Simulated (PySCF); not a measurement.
Excitation energy of Sc by level of theory

Sc [Ar] 3d1 4s2 (2D) → Sc [Ar] 3d2 4s1 (4F), as a difference of total energies. Computed with PySCF 2.14 in aug-cc-pVQZ-DK (9s8p6d4f3g2h, 140 functions), with scalar relativity by spin-free X2C-1e. Correlated levels: valence: [Ar] frozen. The calculations carry no spin-orbit coupling.

Q: Order these methods by the excitation energy they give, lowest first.
A. BHandHLYP
B. PBE
C. LDA
D. SCS-MP2 (valence)

A: B (0.574 eV), C (0.641 eV), A (1.139 eV), D (1.893 eV).

For comparison: 1.427 eV (measured; NIST levels, between the centres of gravity of the two terms).
